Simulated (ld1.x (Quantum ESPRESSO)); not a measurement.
Scattering properties, RRKJ potential for Ne

* Element: neon
* Generator: ld1.x (Quantum ESPRESSO) 7.5
* Type: norm-conserving RRKJ (Kleinman–Bylander form)
* Functional: LDA (PZ)
* Relativity: non-relativistic
* Frozen core: [He]
* Valence charge: 8
* Reference configuration: 2s2 2p6
* Partial waves: 2p (bound): rc 1.40 bohr; 2s (bound): rc 0.30 bohr
* Local potential: the s channel
* Core correction: none

The phase is arctan(r·u′/u) with u = r·R(r), unwrapped; energies in Ry, scanned from -5 to 5 Ry. A pole is an energy at which the radial function vanishes at the test radius. The pseudo phase is shifted by a multiple of π to meet the all-electron one at the reference energy, and phase errors are pseudo minus all-electron; the curves can meet again beyond the range given. Levels narrower than the energy grid can be missing from the lists of poles.

Problem. For each channel, where are the poles, and over which energies does the pseudopotential scatter like the atom?

Solution.

```
channel  radius (bohr)  reference energy (Ry)  poles, all-electron  poles, pseudo  unbroken range about the reference energy with phases within 0.05 rad  phase error 1 Ry above the reference energy (rad)
      s           1.55                  -2.64                -1.80    -1.81, 1.31                                                              below 0.4                                             -0.003
      p           1.55                  -1.00                -0.10          -0.09                                                              below 3.0                                             +0.004
```

A Bessel basis up to 400 Ry misses an occupied level by 0.20 Ry, so cutoffs and ghosts were not judged.

Phases in the s channel:

```csv
E (Ry),all-electron,pseudo
-5.00,1.170,1.169
-4.74,1.139,1.137
-4.48,1.097,1.095
-4.22,1.039,1.037
-3.96,0.954,0.951
-3.70,0.813,0.810
-3.44,0.554,0.550
-3.18,0.044,0.040
-2.92,-0.651,-0.652
-2.66,-1.108,-1.108
-2.40,-1.340,-1.340
-2.14,-1.469,-1.470
-1.88,-1.551,-1.553
-1.62,-1.608,-1.611
-1.36,-1.652,-1.656
-1.10,-1.687,-1.692
-0.84,-1.716,-1.724
-0.58,-1.742,-1.753
-0.32,-1.766,-1.781
-0.06,-1.789,-1.810
0.20,-1.810,-1.843
0.46,-1.832,-1.887
0.72,-1.854,-1.961
0.98,-1.877,-2.224
1.24,-1.902,-4.561
1.50,-1.928,-4.876
1.76,-1.957,-4.958
2.02,-1.989,-5.009
2.28,-2.024,-5.050
2.54,-2.065,-5.090
2.80,-2.113,-5.131
3.06,-2.169,-5.175
3.32,-2.236,-5.224
3.58,-2.316,-5.282
3.84,-2.415,-5.349
4.10,-2.537,-5.429
4.36,-2.686,-5.527
4.62,-2.865,-5.647
4.88,-3.069,-5.794
```
